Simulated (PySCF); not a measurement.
# Electron correlation in Br (bromine, neutral)

[Ar] 3d10 4s2 4p4 4d1, one real determinant (an excited configuration). Computed with PySCF 2.14 in aug-cc-pVTZ-PP with one added diffuse shell each of s, d, f type with ECP10MDF (7s5p5d3f, 68 functions), with a scalar-relativistic core potential. Frozen: 3s2 3p6 3d10; 7 electrons correlated.

```csv
level,correlation energy (mhartree)
CCSD,-133.07
(T),-4.31
CCSD(T),-137.38
```

Diagnostics: T1 = 0.014, D1 = 0.0465, largest double amplitude 0.048.

The real determinant used has ⟨L²⟩ near 8 against 12 for a pure F term, so it mixes terms. The outer electron is Rydberg-like, and this basis confines it to a smaller radius and binds it less than a complete one would.

Cost of the coupled-cluster step: of the order of 3 core-seconds, for 7 correlated electrons.

The reference is one real determinant that mixes LS terms of this configuration.
